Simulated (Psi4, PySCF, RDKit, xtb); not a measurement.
Internal rotation in C8H6O3, SMILES c1coc(Oc2ccco2)c1. Scanned: dihedral O3–C4–O5–C6; all other coordinates were relaxed at GFN2-xTB. Points at φ and −φ are mirror images. Heavy atoms are numbered in the order of the SMILES c1coc(Oc2ccco2)c1, hydrogens after them in the order of the atoms that carry them; the mirror image has the same energies with the sign of each dihedral reversed.

- RKS-B3LYP/6-311+G** = restricted B3LYP/6-311+G**, spherical d, density fitting // GFN2-xTB run with PySCF 2.14.0
- GFN1-xTB // GFN2-xTB (xtb)
- MMFF94 // GFN2-xTB (RDKit)
- PBE-D3(BJ)/def2-SVP // GFN2-xTB (Psi4)

Energies relative to the lowest point of each profile, in kJ/mol; the last columns give the difference from PBE-D3(BJ):

```tsv
φ / °	RKS-B3LYP/6-311+G**	GFN1-xTB	MMFF94	PBE-D3(BJ)/def2-SVP	RKS-B3LYP/6-311+G** − PBE-D3(BJ)/def2-SVP	GFN1-xTB − PBE-D3(BJ)/def2-SVP	MMFF94 − PBE-D3(BJ)/def2-SVP
-165	2.0	0.4	0.2	0.7	1.3	-0.3	-0.4
-150	3.1	1.7	2.2	2.3	0.8	-0.6	0.0
-135	4.2	4.0	6.4	4.1	0.1	-0.1	2.4
-120	4.3	6.5	11.6	5.2	-0.9	1.3	6.5
-105	3.2	7.9	16.0	5.2	-2.0	2.8	10.9
-90	1.4	7.9	18.2	4.3	-2.9	3.6	13.9
-75	0.1	6.6	17.9	3.1	-3.0	3.5	14.8
-60	0.0	4.7	16.1	2.4	-2.4	2.3	13.7
-45	1.4	3.1	14.6	3.0	-1.5	0.1	11.6
-30	4.6	2.3	14.6	5.1	-0.5	-2.8	9.5
-15	9.1	2.4	16.5	8.7	0.4	-6.3	7.9
0	15.4	2.8	20.2	13.8	1.5	-11.0	6.4
15	9.1	2.4	16.5	8.7	0.4	-6.3	7.9
30	4.6	2.3	14.6	5.1	-0.5	-2.8	9.5
45	1.4	3.1	14.6	3.0	-1.5	0.1	11.6
60	0.0	4.7	16.1	2.4	-2.4	2.3	13.7
75	0.1	6.6	17.9	3.1	-3.0	3.5	14.8
90	1.4	7.9	18.2	4.3	-2.9	3.6	13.9
105	3.2	7.9	16.0	5.2	-2.0	2.8	10.9
120	4.3	6.5	11.6	5.2	-0.9	1.3	6.5
135	4.2	4.0	6.4	4.1	0.1	-0.1	2.4
150	3.1	1.7	2.2	2.3	0.8	-0.6	0.0
165	2.0	0.4	0.2	0.7	1.3	-0.3	-0.4
180	1.6	0.0	0.0	0.0	1.6	0.0	0.0
```

RKS-B3LYP/6-311+G** is furthest from PBE-D3(BJ)/def2-SVP at -75 (-3.0 kJ/mol, below); its mean absolute difference over the points is 1.4 kJ/mol.

GFN1-xTB is furthest from PBE-D3(BJ)/def2-SVP at 0 (-11.0 kJ/mol, below); its mean absolute difference over the points is 2.4 kJ/mol.

MMFF94 is furthest from PBE-D3(BJ)/def2-SVP at -75 (14.8 kJ/mol, above); its mean absolute difference over the points is 7.9 kJ/mol.
